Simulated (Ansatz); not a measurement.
H3BO3, charge -1, doublet, geometry from GFN2-xTB of the parent state (a state made from the parent by changing its charge; the spin is typed, not shown lowest) (a gas-phase anion, which may not be bound at this level); CAM-B3LYP/STO-3G (Ansatz, a program for electronic structure).

Here is a job for Ansatz.
Ansatz 0.2 input:
```yaml
crystal:
  periodic: [false, false, false]
  atoms:
    - {symbol: O, position_ang: [-1.14257544, -0.76938954, -0.03182750]}
    - {symbol: B, position_ang: [-0.00770897, -0.03931797, -0.00346985]}
    - {symbol: O, position_ang: [-0.11414081, 1.32224772, 0.13027114]}
    - {symbol: O, position_ang: [1.17041255, -0.70476858, -0.10979414]}
    - {symbol: H, position_ang: [-1.93446708, -0.23864193, 0.04760011]}
    - {symbol: H, position_ang: [0.69661442, 1.82756308, 0.14897985]}
    - {symbol: H, position_ang: [1.96682712, -0.17704808, -0.08842676]}
basis:
  gaussian:
    orbitals: STO-3G
hamiltonian:
  xc: cam_b3lyp
total_charge: -1
magnetization: {spin_polarized: true, initial_magnetization: 1}
```

What the program printed (banner, timings and long lists left out):

```
Functional definition: CAM-B3LYP
326 factors; integrals over basis functions are off by at most 6.5e-5 eV
124 factors; integrals over basis functions are off by at most 1.3e-6 eV
mean field evaluation 1: about -6760.9737 eV, gradient 1.1e1 eV
mean field evaluation 2: about -6761.8420 eV, gradient 3.5e0 eV
mean field evaluation 4: about -6761.9133 eV, gradient 1.5e-1 eV
mean field evaluation 8: about -6761.9097 eV, gradient 3.3e-3 eV
mean field -6761.90968231 eV, -248.4955974380 hartree, gradient 5.1e-6 eV, S^2 0.751310; 0 other end points of the search recorded, 0 dependent functions left out
reference -6761.90975480 eV, -248.4956001018 hartree; 17, 16 occupied and 6, 7 virtual orbitals, 326 factors
Total energy: -6761.90975480 eV, -248.4956001018 hartree
```
